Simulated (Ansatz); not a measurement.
Mulliken charges of CH3ClOSi2, SMILES `O=C1[SiH2][SiH]1Cl` from PBE/def2-TZVPP in Ansatz (PBE0-D4/def2-TZVP geometry).

```json
{"atom": "O1", "x (Å)": "1.080", "y (Å)": "-2.131", "z (Å)": "0.301", "charge (e)": "-0.182"}
{"atom": "C2", "x (Å)": "0.640", "y (Å)": "-1.024", "z (Å)": "0.369", "charge (e)": "0.099"}
{"atom": "Si3", "x (Å)": "1.192", "y (Å)": "0.663", "z (Å)": "1.176", "charge (e)": "0.001"}
{"atom": "Si4", "x (Å)": "-0.901", "y (Å)": "-0.092", "z (Å)": "-0.307", "charge (e)": "0.297"}
{"atom": "Cl5", "x (Å)": "-1.085", "y (Å)": "0.537", "z (Å)": "-2.236", "charge (e)": "-0.167"}
{"atom": "H6", "x (Å)": "-0.340", "y (Å)": "1.178", "z (Å)": "0.511", "charge (e)": "-0.010"}
{"atom": "H7", "x (Å)": "1.735", "y (Å)": "0.960", "z (Å)": "-0.218", "charge (e)": "-0.011"}
{"atom": "H8", "x (Å)": "-2.231", "y (Å)": "-0.148", "z (Å)": "0.347", "charge (e)": "-0.028"}
```

Q: By hand: the dipole of these point charges (1 e Å = 4.8032 D).

A: Σ q r = (-0.172, 0.152, 0.253) e Å, of length 0.342 e Å = 1.64 D.

Q: How does the dipole of the full density compare? (Estimate.)

A: The calculation gave: (-0.256, 0.277, 0.044) e Å, 1.82 D; the point charges give 0.90 times that, at 41° from its direction.

Point charges leave out the atoms' own dipoles, such as those of lone pairs, and Mulliken's split depends on the basis, so the two needn't agree.
